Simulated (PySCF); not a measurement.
## Yb⁺: excitation energy

Yb⁺ [Xe] 4f14 6s1 (2S) → Yb⁺ [Xe] 4f14 6p1 (2P), as a difference of total energies. Calculation: PySCF 2.14, in x2c-TZVPPall; the spin-free X2C one-electron Hamiltonian (Gaussian nucleus). Correlated levels: valence: [Kr] 4d10 frozen; valence and next inner shell: [Ar] 3d10 frozen. The calculations carry no spin-orbit coupling.

```csv
method,excitation energy (eV)
UHF,3.403
LDA,3.816
PBE,3.610
MP2 (valence),3.898
SCS-MP2 (valence),3.804
MP2 (valence and next inner shell),3.920
SCS-MP2 (valence and next inner shell),3.822
```

Task: Estimate what r2SCAN gives.

Result: 3.486 eV, closest to UHF among the rows shown.

Task: Estimate what PBE0 gives.

Result: 3.569 eV, closest to PBE among the rows shown.

Errors of the correlated levels include the incompleteness of this basis and the frozen core.

The basis was made for the ground configuration and has no added diffuse functions, so the excitation energy can come out too high.

For comparison: 3.631 eV (measured; NIST levels, between the centres of gravity of the two terms).
